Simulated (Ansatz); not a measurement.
Wavefunction ladder for `COB(C)OC`

```xyz
15

C    -1.727    0.838    0.683
O    -0.609    0.669   -0.156
B     0.307   -0.322    0.063
C     0.214   -1.352    1.244
O     1.354   -0.406   -0.802
C     1.473    0.502   -1.878
H    -1.428    1.047    1.715
H    -2.370   -0.047    0.679
H    -2.300    1.687    0.308
H     1.049   -2.052    1.230
H     0.209   -0.847    2.215
H    -0.716   -1.930    1.197
H     2.378    0.243   -2.428
H     0.613    0.438   -2.549
H     1.552    1.532   -1.521
```

Total charge 0; spin multiplicity 1. The structure was optimised at the PBE0-D4/def2-TZVP level. It is one conformer, not always the lowest. Frozen core, restricted reference, the Gaussian-basis code of Ansatz. CBS rows extrapolate triple and quadruple zeta; past MP2 they add the triple-zeta difference.

```csv
basis,HF (Eh),MP2 corr.,CCSD corr.,(T),CCSD(T) total
def2-TZVPP,-293.47355,-1.09524,-1.14289,-0.04276,-294.65920
def2-QZVPP,-293.48776,-1.17304,–,–,–
CBS(def2),-293.48972,-1.23068,-1.27833,as TZ,-294.81081
```
